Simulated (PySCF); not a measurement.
## Spinor energies of Bi⁶⁶⁺ (bismuth, charge +66)

Start: [Ne] 3s2 3p5; 3p1/2 filled at m_j = -1/2, +1/2; 3p3/2 filled at m_j = -1/2, +1/2, +3/2. Calculated with PySCF 2.14 in an uncontracted even-tempered set (17 s from 23 bohr⁻², ratio 2.4; 15 p from 29 bohr⁻², ratio 2.4; 4 d from 100 bohr⁻², ratio 2.6; 4 f from 160 bohr⁻², ratio 2.6): generalised Hartree-Fock with the X2C-1e Hamiltonian and a Gaussian nucleus; one run each with spin-orbit coupling (SO) switched off, then screened by Boettger's factors.

| spinor shell | electrons | ε, spin-free (eV) | ε, screened SO (eV) | weight of nominal j (screened SO) | rms radius, screened SO (bohr) |
| --- | --- | --- | --- | --- | --- |
| 1s1/2 | 2 | -96506.5 | -96461.8 | 1.000 | 0.0178 |
| 2s1/2 | 2 | -21780.8 | -21765.7 | 1.000 | 0.0710 |
| 2p1/2 | 2 | -19432.1 | -21145.5 | 1.000 | 0.0599 |
| 2p3/2 | 4 | -19432.1 | -18773.4 | 1.000 | 0.0680 |
| 3s1/2 | 2 | -8599.8 | -8594.7 | 1.000 | 0.172 |
| 3p1/2 | 2 | -7906.9 | -8351.2 | 1.000 | 0.163 |
| 3p3/2 | 3 | -7906.9 | -7731.4 | 1.000 | 0.176 |

```
   quantity     spin-free   screened SO
E (hartree)  -16482.30444  -16528.39482
        M_J           3/2           3/2
       ⟨J²⟩         3.750         3.750
       ⟨L²⟩         2.000         2.078
       ⟨S²⟩         0.750         0.828
```

Each row is a mean over spinors that exchange with the open shell spreads, by up to 32.538 eV (3s1/2).

Breit and QED terms are absent; they matter most for the inner s and p1/2 levels.

Densities and radii are taken from the X2C orbitals without a picture-change correction, which distorts them close to the nucleus.

Without spin-orbit coupling the j labels of p, d and f shells carry no meaning; the spin-free column gives the mean over the occupied spinors of each nl shell.
